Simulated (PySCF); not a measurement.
## `O[C@@H](CF)CBr`, C₃H₆BrFO

Geometry (Å), atoms numbered from 1 in this order:
```xyz
12

O     0.2866    1.4794   -0.7371
C     0.1269    0.4288    0.1844
C    -1.2224   -0.2704   -0.0101
F    -2.2246    0.6439    0.2069
C     1.2896   -0.5226   -0.0630
Br    1.3458   -1.9319    1.2602
H    -0.5010    2.0371   -0.7059
H     0.1710    0.8162    1.2166
H    -1.3351   -0.6278   -1.0391
H    -1.3675   -1.0855    0.7039
H     2.2297    0.0228    0.0003
H     1.2022   -0.9905   -1.0430
```

Level of theory: GIAO X3LYP/ANO-RCC-VDZP magnetisability, rotational g tensor and spin-rotation constants, non-relativistic, gas phase (PySCF 2.14.0). Geometry: GFN2-xTB.

The calculation is non-relativistic, which matters for the atoms heavier than Zn.

(1) Give the nuclear spin-rotation constants along the inertial axes (H = +C I·J) beside the isotropic shieldings.

Results:

(1) Rotational constants 4.5574, 1.0155, 0.8616 GHz. A star marks the isotopologue with that one atom substituted, in its own axes.
| atom | isotope | Caa (kHz) | Cbb (kHz) | Ccc (kHz) | mean (kHz) | σ (ppm) |
| --- | --- | --- | --- | --- | --- | --- |
| F4 | 19F | 2.340 | 0.123 | -0.095 | 0.789 | 442.4 |
| Br6 | 79Br | 2.991 | 1.083 | 1.322 | 1.798 | 2514.8 |
| H7 | 1H | 0.002 | -0.107 | -0.096 | -0.067 | 29.1 |
| H8 | 1H | -0.462 | -0.107 | 0.051 | -0.173 | 27.6 |
| H9 | 1H | -0.520 | -0.100 | 0.052 | -0.190 | 27.7 |
| H10 | 1H | -0.178 | 0.005 | -0.084 | -0.086 | 26.6 |
| H11 | 1H | -0.448 | 0.011 | -0.068 | -0.168 | 28.2 |
| H12 | 1H | -0.498 | -0.112 | 0.036 | -0.191 | 28.9 |
| O1 | 17O* | -0.334 | -0.117 | -0.076 | -0.176 | 283.7 |
| C2 | 13C* | 0.997 | 0.239 | 0.211 | 0.482 | 108.4 |
| C3 | 13C* | 1.027 | 0.274 | 0.225 | 0.509 | 95.2 |
| C5 | 13C* | 0.712 | 0.179 | 0.172 | 0.354 | 144.9 |

For the geometry as given, no vibrational averaging.
